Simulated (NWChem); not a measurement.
Species: MgNH3; SMILES [NH2][MgH]

```xyz
5

Mg     0.2872    -0.6968    -0.0386
H      0.4645    -2.3848    -0.0914
N      0.0907     1.1802     0.0201
H     -0.7766     1.6956    -0.0155
H      0.8322     1.8607     0.0968
```
Atoms are numbered in this order, from 1.

Computed with NWChem. Geometry optimised at PBE0-D3(BJ)/def2-TZVP; all other runs use it. Pople sets run with spherical d functions. Vzz has the sign of the potential's second derivative.

```csv
quantity,level,value
"first 1s excitation (eV), N K edge, unshifted","B3LYP/def2-TZVP, TDA",[?]
anisotropy (bohr³) at 1065 nm,PBE0/6-31+G*,[?]
−ε(HOMO) (eV),PBE/def2-SVP,4.78
"vertical, lowest state with f > 0.02, singlet (eV)","LRC-wPBEh/6-31+G*, TDA",4.46
Vzz N3 (a.u.),Hartree-Fock/6-31G*,-0.796
dipole (D),PBE0-D3(BJ)/def2-TZVP,[?]
highest harmonic frequency (cm⁻¹),PBE0-D3(BJ)/def2-TZVP,3658
```

Question: Complete the blanks.

Answer: 
- first 1s excitation (eV), N K edge, unshifted, value: 385.8
- anisotropy (bohr³) at 1065 nm, value: 12.0
- dipole (D), value: 0.81
